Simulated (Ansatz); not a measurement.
Geometry optimisation, RKS r2SCAN-D4/6-31G* in Ansatz 0.2.0.

input.yaml

```yaml
crystal:
  periodic: [false, false, false]
  atoms:
    - { symbol: B, position_ang: [-1.917, -0.9655, 1.5645] }
    - { symbol: O, position_ang: [-0.6932, -0.2127, 1.4816] }
    - { symbol: Si, position_ang: [-0.1782, -0.3696, -0.1576] }
    - { symbol: Si, position_ang: [0.9566, -2.3277, -0.4118] }
    - { symbol: C, position_ang: [1.076, 0.9847, -0.5368] }
    - { symbol: Si, position_ang: [0.2275, 2.6658, -0.3766] }
    - { symbol: H, position_ang: [-2.9503, -0.3397, 1.3608] }
    - { symbol: H, position_ang: [-1.9524, -2.0461, 1.8472] }
    - { symbol: H, position_ang: [-1.2587, -0.2518, -1.0576] }
    - { symbol: H, position_ang: [-0.0637, -3.4236, -0.0987] }
    - { symbol: H, position_ang: [2.0101, -2.4191, 0.5407] }
    - { symbol: H, position_ang: [1.3847, -2.445, -1.7752] }
    - { symbol: H, position_ang: [1.8676, 0.9692, 0.1849] }
    - { symbol: H, position_ang: [1.4357, 0.8772, -1.5334] }
    - { symbol: H, position_ang: [-0.8908, 2.6998, -1.3253] }
    - { symbol: H, position_ang: [1.1994, 3.7515, -0.6583] }
    - { symbol: H, position_ang: [-0.2722, 2.8522, 0.9918] }
basis:
  gaussian: { orbitals: "6-31G*" }
hamiltonian:
  xc: r2scan
  dispersion: d4
relax:
  f_tol: 0.015
  max_steps: 40
output:
  orbitals: {}
```

Run as:

```bash
$ ansatz run input.yaml --threads 2 --pin off --max-ram 3072MiB --backend cpu --events-out ev --progress --plain --runs-dir out
```

Problem. Where does it end, and by what steps?

Solution. The run converged. The force dipped under the threshold on the way, but the program's further checks kept it going. After 15 steps the energy has fallen by 1.105 eV; O2 moved furthest, 1.12 Å.

```
step  energy less start (eV)  largest force component (eV/Å)  accepted
   0                  0.0000                           4.008       yes
   1                 -0.5319                           1.378       yes
   2                 -0.6599                           0.988       yes
   3                 -0.7996                           0.475       yes
   4                 -0.8853                           0.795       yes
   5                 -0.9701                           0.472       yes
   6                 -1.0379                           0.191       yes
   7                 -1.0477                           0.354       yes
   8                 -1.0530                           0.638       yes
   9                 -1.0933                           0.135       yes
  10                 -1.0994                           0.198       yes
  11                 -1.1039                           0.055       yes
  12                 -1.1046                           0.040       yes
  13                 -1.1042                           0.076        no
  14                 -1.1049                           0.006       yes
  15                 -1.1049                           0.007       yes
```

```xyz
17
Properties=species:S:1:pos:R:3
B -1.788 -0.822 1.671
O -1.389 -0.083 0.611
Si -0.241 -0.385 -0.593
Si 0.793 -2.475 -0.331
C 0.995 1.023 -0.550
Si 0.185 2.712 -0.299
H -2.632 -0.363 2.391
H -1.299 -1.909 1.874
H -0.980 -0.329 -1.886
H -0.167 -3.614 -0.377
H 1.558 -2.540 0.948
H 1.765 -2.639 -1.453
H 1.740 0.863 0.242
H 1.541 1.028 -1.506
H -0.975 2.868 -1.221
H 1.162 3.802 -0.586
H -0.286 2.863 1.103
```

Whether the end is a true minimum wasn't checked by a vibrational analysis.

The run took 2.2 min on 2 threads of Arm Neoverse V1, with other jobs on the host, peak memory 0.22 GiB.
